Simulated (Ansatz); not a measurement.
This geometry of F₂HInS (5 atoms, charge 0, multiplicity 1) is a first-order saddle point.

All numbers below come from RKS CAM-B3LYP/def2-SVP in Ansatz.

```xyz
5
Properties=species:S:1:pos:R:3
F -0.513 -1.163 1.905
In 0.331 -0.295 0.388
F 1.936 -1.249 -0.142
S -0.478 1.679 -0.665
H -1.226 0.954 -1.527
```

(1) Which two structures does it join? (They come from a converged band through this point; their orientation in space is the band's.)

(2) How far does it lie above each of them?

## Answers

(1) No bond is made or broken. The dihedral F3–In2–S4–H5 goes from 180 to 0°. The two ends are copies of one structure, up to a mirror image or an exchange of like atoms.

Image 0:

```xyz
5
Properties=species:S:1:pos:R:3
F -0.730 -1.371 1.381
In 0.438 -0.390 0.179
F 2.264 -1.038 0.166
S -0.333 1.421 -1.127
H -1.588 1.305 -0.640
```

Image 6:

```xyz
5
Properties=species:S:1:pos:R:3
F -1.031 -1.558 1.635
In -0.031 -0.463 0.388
F 1.839 -0.963 0.234
S -0.956 1.322 -0.852
H 0.228 1.588 -1.447
```

(2) 3.4 kcal/mol above the first and 3.5 kcal/mol above the second. This is the barrier of this one path; another mechanism may lie lower.

Time of the run: 59 s on 2 threads of Arm Neoverse V1, on a shared host, peak memory 0.22 GiB.
